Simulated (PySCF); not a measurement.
Input of a run (PBE0-D3(BJ)/def2-SVP geometry optimisation, gas phase (PySCF 2.14.0)), started from GFN2-xTB:
```
{"job": {"xc": "PBE0", "basis": "def2-SVP", "d3": "d3bj", "grid": 2, "kind": "geom"}, "charge": -1, "multiplicity": 1}
O     -3.332174     0.334210     0.704149
C     -2.106748     0.355458     0.533636
C     -1.346184    -0.593816    -0.168135
C      0.025954    -0.566582    -0.356595
C      0.957550     0.359101     0.076455
C      2.323012     0.223657    -0.212052
O      3.246834     0.976327     0.116047
H     -1.527307     1.198342     0.969113
H     -1.900842    -1.421745    -0.597360
H      0.438644    -1.396141    -0.931522
H      0.652111     1.219185     0.654934
H      2.570350    -0.688681    -0.814696
```

Output (energies in Eh, forces in Eh/bohr):
```
step   0  E = -343.36814377  max force = 0.018550
step   1  E = -343.36987153  max force = 0.003154
step   2  E = -343.36973551  max force = 0.003210
step   3  E = -343.36988769  max force = 0.000935
step   4  E = -343.36990399  max force = 0.000648
step   5  E = -343.36989957  max force = 0.001032
step   6  E = -343.36990774  max force = 0.000391
optimisation converged
```

Question: Summarise the run.

Answer: The energy falls by 0.048 eV over 7 energy and gradient evaluations, the largest force component goes from 0.0186 to 3.9e-04 Eh/bohr, and the atoms move by 0.049 Å rms after alignment. Among the bonds, C2–C3 and C5=C6 change most and about equally (+0.019 to +0.020 Å). Bonds longer at the end by more than 0.005 Å: 9 of 11; shorter: 2. Among the angles that change most is C3–C4–C5, from 129.6° to 132.2°. The energy rose by more than 1e-6 Eh at steps 2 and 5. The first step brought 98 % of the lowering.

Question: What are the final bond lengths?

Answer: O1=C2 1.232 Å, C2–C3 1.423 Å, C3=C4 1.396 Å, C4–C5 1.394 Å, C5=C6 1.422 Å, C6–O7 1.230 Å, C2–H8 1.127 Å, C3–H9 1.096 Å, C4–H10 1.102 Å, C5–H11 1.094 Å, C6–H12 1.134 Å. Numbering counts from 1 in the input's order; the species is `O=C/C=C\C=C\[O-]`.

The run used 123 basis functions and 54 SCF cycles in all. On an Arm Neoverse V1 with one thread, no GPU, shared host with 32 logical CPUs at a one-minute load of 21, this took 44 s of wall time and 0.61 GiB of memory at its peak.

Stationary, but not proved a minimum. The geometry's basis has no diffuse functions, a weakness for an anion.

Shape of the structure used: `[O:1]=[CH:2]/[CH:3]=[CH:4]\[CH:5]=[CH:6]\[O-:7]`: O1–C2–C3–C4 180°, C3–C4–C5–C6 180°.

One conformer stands for the species.
